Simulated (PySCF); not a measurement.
Bi(H)2(TeH) (BiH3Te), SMILES [TeH][BiH2]. Geometry optimised at B3LYP-D3(BJ)/def2-TZVP. The def2 effective core potentials stand for the cores of Bi, Te; spin–orbit coupling is left out.

Give the equilibrium geometry at B3LYP-D3(BJ)/def2-TZVP (PySCF confirms it by a frequency run) as a Z-matrix, and its point group. (Estimate from the structure and the level; the computed values follow.)

point group Cs.
```
Bi
H 1 1.7987
H 1 1.7987 2 89.54
Te 1 2.8837 2 93.14 3 93.12
H 4 1.6636 1 89.77 2 135.15
```
